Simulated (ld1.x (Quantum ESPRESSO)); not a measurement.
Before and after: TM potential for Ta

- Element: tantalum (Ta)
- Generator: ld1.x (Quantum ESPRESSO) 7.5
- Type: norm-conserving Troullier–Martins (Kleinman–Bylander form)
- Functional: PBEsol
- Relativity: fully relativistic
- Frozen core: [Xe] 4f14
- Valence charge: 5
- Reference configuration: 5d3.5 6s1.5 6p0
- Partial waves: 6s (bound): rc 3.00 bohr; 6p (bound, empty): rc 2.70 bohr; 5d (bound): rc 1.70 bohr
- Local potential: all-electron potential smoothed inside 2.65 bohr (lloc = -1)
- Core correction: Bessel-smoothed model core inside 1.35 bohr

Open shells are filled in proportion to 2j + 1 (rel_dist='average').

All-electron outer shells of the reference configuration (PBEsol, scalar-relativistic, ld1.x):

```json
{"shell": "5p", "level (eV)": "-38.58", "outermost node (bohr)": "0.58", "outermost maximum (bohr)": "1.13"}
{"shell": "4f", "level (eV)": "-23.82", "outermost node (bohr)": "–", "outermost maximum (bohr)": "0.44"}
{"shell": "6s", "level (eV)": "-5.21", "outermost node (bohr)": "1.32", "outermost maximum (bohr)": "2.78"}
{"shell": "5d", "level (eV)": "-3.11", "outermost node (bohr)": "0.65", "outermost maximum (bohr)": "1.60"}
{"shell": "6p", "level (eV)": "-1.26", "outermost node (bohr)": "1.60", "outermost maximum (bohr)": "3.94"}
```

Change: wave 6s (bound): rc 3.00 bohr becomes 6s (bound): rc 2.66 bohr.

Cutoffs: the cutoffs (Ry, on a coarse ladder) from which the occupation-weighted sum of valence levels, in a spherical-Bessel basis at the reference potential, stays within 10 and 1 mRy of its value at 400 Ry; they do not see the model core or the augmentation charge, which bear on the density cutoff. Errors are all-electron minus pseudo energies relative to the spin-unpolarised reference configuration.

Question: How do hardness, ghosts and transferability respond?

Answer: The potential gets neither clearly harder nor softer (30 Ry and 35 Ry → 30 Ry and 35 Ry); of the 7 tests that both files solve, the error grows in 3 and shrinks in 2 by more than 15 % and 0.3 meV (median size 9.0 → 10.7 meV); neither file shows a bound ghost.

```csv
quantity,base,changed
"cutoff, loose",30 Ry,30 Ry
"cutoff, tight",35 Ry,35 Ry
bound ghosts,none,none
"error for 5d3 6s2 6p0, meV [ΔE -0.99 eV]",-9.0,-11
"error for 5d3 6s1 6p0, meV [ΔE 7.52 eV]",+1.4,+0.3
"error for 5d3 6s0 6p0, meV [ΔE 22.50 eV]",-39,-36
"error for 5d3 6s0 6p2, meV [ΔE 7.60 eV]",-5.5,-1.5
"error for 5d3 6s0 6p1, meV [ΔE 12.60 eV]",+13,+16
"error for 5d4 6s1 6p0, meV [ΔE 1.10 eV]",-8.7,-9.9
"error for 5d2 6s2 6p1, meV [ΔE 2.01 eV]",-46,-66
```
